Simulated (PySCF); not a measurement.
C8H9, SMILES Cc1[c]cc(C)cc1 (connectivity only; charge and spin as stated), charge +1, multiplicity 1.

The structure is a stationary point at PBE0-D3(BJ)/def2-SVP. The multiplicity is an assumed one; other spin states were not compared. The isomer is the one that the SMILES or the coordinates give; other isomers of the formula were not compared.

Method: TDA-PBE0/def2-SVPD in PySCF.

Vertical excitations. Gas-phase values at a fixed geometry.

```tsv
state	energy (eV)	λ (nm)	f	main pairs
S1	2.04	608	0.000	HOMO→LUMO 99 %
S2	2.57	482	0.000	HOMO−1→LUMO 98 %
S3	5.19	239	0.000	HOMO−3→LUMO 91 %
S4	5.33	233	0.002	HOMO−4→LUMO 79 %
S5	5.37	231	0.003	HOMO−2→LUMO 80 %
S6	5.50	225	0.010	HOMO→LUMO+1 32 %, HOMO→LUMO+2 30 %, HOMO−1→LUMO+1 18 %, HOMO−5→LUMO 12 %
T1	1.79	693	0	HOMO→LUMO 91 %
T2	2.17	571	0	HOMO−1→LUMO 89 %
```
Triplets are in the Tamm–Dancoff approximation.
